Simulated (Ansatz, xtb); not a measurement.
# BrFH6Si3: which of two isomers lies lower

We compare I, `F[SiH2][SiH2][SiH2]Br`, a singlet, with II, `F[Si]([SiH3])([SiH3])Br`, a singlet. Both are isolated molecules in the gas phase, relaxed with B3LYP/def2-SVP; each stands in its lowest conformer found.

I (Å):

```xyz
11

Br   -2.4873    0.1321    1.4127
F     1.6887   -3.0386   -1.1298
Si    0.7155   -2.1952   -0.1216
Si    0.2752   -0.0894   -1.0868
Si   -0.7944    1.3074    0.4825
H    -0.5359   -2.9759    0.0739
H     1.4246   -2.0396    1.1798
H     1.5551    0.5580   -1.5097
H    -0.6069   -0.2372   -2.2826
H     0.1315    1.7056    1.5803
H    -1.3734    2.5341   -0.1330
```

II (Å):

```xyz
11

Br   -1.3877    0.8893   -3.0593
F    -1.9829    0.1659   -0.0405
Si   -0.6618    0.3821   -0.9836
Si    0.4781   -1.6787   -1.1202
Si    0.5122    2.2595   -0.1701
H    -0.4315   -2.7131   -1.6891
H     1.6671   -1.5063   -2.0044
H     0.9333   -2.0993    0.2378
H     0.9711    2.0061    1.2276
H     1.7002    2.4913   -1.0419
H    -0.3790    3.4536   -0.1988
```

Quicker runs give these differences E(II) − E(I): GFN2-xTB +0.223 eV; HF/STO-3G −0.111 eV (at GFN2-xTB geometries); r2SCAN-D4/def2-SVP −0.152 eV (at GFN2-xTB geometries).

Problem. Which of the two would you expect CCSD(T)/def2-SVP + ΔMP2/def2-TZVPP electronic energies to favour?

Solution. Too close to call at this level: CCSD(T)/def2-SVP + ΔMP2/def2-TZVPP gives E(II) − E(I) = −0.037 eV.

The same difference at several levels:

```tsv
level	geometry	E(II) − E(I) (eV)	departure from the last row (eV)	job, with rough time for the two
GFN2-xTB	GFN2-xTB	+0.223	+0.259	optimisation, 0.43 s
HF/STO-3G	GFN2-xTB	−0.111	−0.074	single point, 0.68 s
r2SCAN-D4/def2-SVP	GFN2-xTB	−0.152	−0.116	single point, 3.9 s
B3LYP/def2-SVP	B3LYP/def2-SVP	−0.088	−0.051	optimisation, 67 s
HF/def2-SVP	B3LYP/def2-SVP	+0.016	+0.053	part of the CCSD(T) run
MP2/def2-SVP	B3LYP/def2-SVP	−0.031	+0.005	part of the CCSD(T) run
CCSD(T)/def2-SVP	B3LYP/def2-SVP	−0.039	−0.002	single point
CCSD(T)/def2-SVP + ΔMP2/def2-TZVPP	B3LYP/def2-SVP	−0.037		single point, 47 s
```

As drawn, both hold the same kinds of bond in the same numbers.

The largest departure from CCSD(T)/def2-SVP + ΔMP2/def2-TZVPP is that of GFN2-xTB, 0.259 eV. The last row adds to CCSD(T) the change of the MP2 difference between the two basis sets, here +0.002 eV.

With thermal terms from frequencies at re-optimised GFN2-xTB minima (ideal gas, soft modes damped towards free rotors, one conformer each, 298.15 K, 1 atm): the zero-point term adds −0.033 eV; ΔH is −0.049 and ΔG −0.089 eV.

The correlated steps freeze 25 core orbitals; the filled d shell of Br is correlated, in a basis made for valence electrons. Programs: Ansatz 0.2.0, xtb 6.7.1; the last row on 2 threads of Intel(R) Xeon(R) Platinum 8488C (Sapphire Rapids) on a shared host.
